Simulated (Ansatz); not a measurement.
Stepwise reaction of `N#C[Si](F)(F)C#N` with hydrogen, as a gas-phase model of exchange steps in deposition or etching. ΔE in kJ/mol; ΔG adds harmonic PBE0-D4 terms to CCSD(T)/CBS, at 1 bar.

Program: Ansatz. Geometries: PBE0-D4/def2-TZVP. ΔE: electronic, gas phase. CCSD(T)/CBS is the MP2 limit (def2-TZVPP, def2-QZVPP) plus CCSD(T) − MP2 in def2-TZVPP, frozen cores. This one scheme is used for every species. DFT in def2-TZVPP. B3LYP here is the variant with VWN-RPA as its local correlation; programs differ in this.

| step | reaction | PBE-D4 | B3LYP-D4 | ωB97M-V | CCSD(T)/CBS | ΔG(600 K) |
| --- | --- | --- | --- | --- | --- | --- |
| 1 | `N#C[Si](F)(F)C#N` + H₂ → `N#C[SiH](F)F` + `C#N` | 2.8 | -0.6 | -2.3 | -1.9 | -6.6 |
| 2 | `N#C[SiH](F)F` + H₂ → `F[SiH2]F` + `C#N` | 14.6 | 12.1 | 11.8 | 11.7 | 13.9 |

Task: By hand: ΔE of the 2 steps together at CCSD(T)/CBS.

Result: (-1.9) + (11.7) = 9.8 kJ/mol, or 4.9 kJ/mol a step.

In ΔE each step is higher than the one before. ΔG lies between -6.6 and 13.9 kJ/mol a step. PBE-D4 differs from CCSD(T)/CBS by 2.9 to 4.7 kJ/mol a step. Isolated molecules leave out the surface, adducts and barriers. Largest T1 diagnostic: 0.014.
